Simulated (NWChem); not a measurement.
Species: CH₄O₂Zn; SMILES [OH][Zn][O]C

```xyz
8

Zn     0.0533     0.4173     0.0320
O      0.4029     2.1461     0.2680
H      0.5956     2.5844    -0.5819
O     -0.4896    -1.2772    -0.0703
C      0.3890    -2.3702     0.0036
H      0.9625    -2.4309     0.9630
H     -0.2033    -3.3122    -0.0683
H      1.1410    -2.4078    -0.8249
```
Atoms are numbered in this order, from 1.

Level: PBE-D3(BJ)/def2-SVP (NWChem), optimised geometry, unscaled harmonic frequencies. 

Task: List the harmonic frequencies with IR intensities, and the thermochemistry.

Result: 
```
frequency (cm⁻¹)  IR intensity (km/mol)
----------------  ---------------------
88                                 47.6
100                                 2.9
121                                46.8
162                                25.8
245                                 9.6
538                                 3.3
707                               107.9
788                                42.6
1112                              195.8
1126                                0.0
1155                               24.3
1418                                1.1
1422                                1.4
1430                               46.7
2866                              141.1
2917                               82.5
2970                               52.3
3722                               33.1
```

* **zero-point energy**: 32.7 kcal/mol
* **thermal correction to the enthalpy at 298.15 K (with zero-point energy)**: 37.4 kcal/mol
* **heat capacity Cv**: 19.2 cal/(mol K)
* **entropy at 298.15 K and 1 atm (symmetry number 1)**: 80.6 cal/(mol K)
* **dipole moment**: 1.71 D

Rigid rotor and harmonic oscillator; modes under 100 cm⁻¹ make the entropy uncertain.
